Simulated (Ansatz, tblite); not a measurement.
Forces on the cluster K3Na⁺ at its PBE0/def2-TZVP geometry. Charge 1, multiplicity 2.

The xTB rows come from tblite. The structure comes from a short search, and lower isomers may exist.

GFN1-xTB (tblite), largest force 0.41 eV/Å:

```xyz
4
positions Å, forces eV/Å
Na   -0.663   -0.099    0.106   -0.025    0.007   -0.009
K     2.950   -1.497    1.069   -0.209    0.268   -0.196
K     2.311    1.979   -1.516   -0.128   -0.308    0.232
K    -4.598   -0.383    0.341    0.362    0.033   -0.027
```

GFN2-xTB (tblite), largest force 0.32 eV/Å:

```
Na -0.095 -0.001 -0.001
K -0.099 0.244 -0.180
K -0.012 -0.258 0.194
K 0.206 0.015 -0.012
```

PBE/def2-TZVP (Ansatz), largest force 0.01 eV/Å:

```
Na -0.002 0.000 -0.001
K -0.007 0.008 -0.005
K -0.005 -0.009 0.007
K 0.014 0.001 -0.001
```
